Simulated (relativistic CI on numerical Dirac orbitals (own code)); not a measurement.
# Crystal-field levels of Ru⁺, 4d7

Calculated by Dirac-Coulomb-Breit CI, separate exchange-only KLI orbitals for each configuration, QED by a radiative potential, valence Slater integrals scaled by 0.9, one configuration in a parametric crystal field (own radial code). With so little scaling, terms lie 10 to 35 % too far apart, which can change the order of excited levels.

Field parameters in Wybourne normalisation: D4h B²₀ = −7Ds, B⁴₀ = 21(Dq − Dt), B⁴₄ = 21√(5/14) Dq. The field is a parameter set, without covalency.

S is read from ⟨S²⟩ = S(S + 1).

Levels (cm⁻¹, degeneracy): 0 (2), 1181 (2), 1310 (2), 2855 (2), 3204 (2), 3527 (2), 3556 (2), 8269 (2), 8657 (2), 9533 (2), 9995 (2), 10060 (2).

Q: Which field gives this pattern?
A. D4h, 10Dq = 14050, Ds = 2590, Dt = 550 cm⁻¹
B. D4h, 10Dq = 14050, Ds = -680, Dt = 550 cm⁻¹
C. D4h, 10Dq = 14050, Ds = 1770, Dt = 550 cm⁻¹
D. D4h, 10Dq = 14050, Ds = 2180, Dt = 550 cm⁻¹

A: C. D4h, 10Dq = 14050, Ds = 1770, Dt = 550 cm⁻¹, ground level with S = 0.94.
